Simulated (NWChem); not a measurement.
# AlH3; SMILES [AlH3]

```xyz
4

Al     0.0000     0.0000     0.0000
H      1.1243     1.1243     0.0000
H      0.4115    -1.5358     0.0000
H     -1.5358     0.4115     0.0000
```
Atoms are numbered in this order, from 1.

Program: NWChem. Pople sets run with spherical d functions. Structure relaxed at the PBE0/def2-SVP level. B3LYP is NWChem's, with the RPA form of VWN correlation. GIAO values for the isolated, static molecule; σ is the absolute isotropic shielding.

```csv
level,basis functions,σ Al1 (ppm),σ H2 (ppm),relative time
B3LYP/6-31G*,24,340.7,26.27,1
B3LYP/6-311G**,44,275.6,26.12,2
B3LYP/def2-SVP,33,315.0,25.98,1
B3LYP/def2-TZVP,55,272.7,26.14,3
B3LYP/IGLO-II,53,275.1,26.20,2
B3LYP/IGLO-III,74,273.3,26.16,5
B3LYP/pcSseg-2,85,268.2,26.11,7
```

Times are rough ratios from one shared machine.
